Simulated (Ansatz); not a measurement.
`C=C(C)[SeH]`, relaxed with RKS PBE0-D4/def2-TZVP in Ansatz 0.2.0 from a PBE-D4/def2-SVP geometry. The force threshold is 0.005 eV/Å; the program also tests the step.

Total charge 0; spin multiplicity 1.

Start:

```xyz
10

C     0.627   -0.135   -1.441
C     0.331   -0.094   -0.126
C    -1.049    0.110    0.430
Se    1.743   -0.425    1.147
H     1.654   -0.265   -1.812
H    -0.177   -0.045   -2.190
H    -1.784    0.255   -0.387
H    -1.088    1.004    1.089
H    -1.369   -0.757    1.046
H     1.112    0.354    2.245
```

```csv
step,energy (eV),largest force (eV/Å),largest move (Å)
1,-68547.4454,0.753,0.000
2,-68547.4898,0.143,0.030
3,-68547.4912,0.056,0.040
4,-68547.4927,0.022,0.031
5,-68547.4927,0.006,0.003
6,-68547.4927,0.007,0.001
7,-68547.4927,0.003,0.001
```

End:

```xyz
10

C     0.617   -0.134   -1.422
C     0.329   -0.097   -0.127
C    -1.041    0.108    0.424
Se    1.726   -0.419    1.138
H     1.627   -0.264   -1.791
H    -0.174   -0.039   -2.159
H    -1.761    0.251   -0.385
H    -1.074    0.990    1.071
H    -1.353   -0.748    1.028
H     1.103    0.352    2.222
```

It took 23 s on 4 threads of an Arm Neoverse V2 on a shared host, with 0.43 GiB of host memory at the peak.
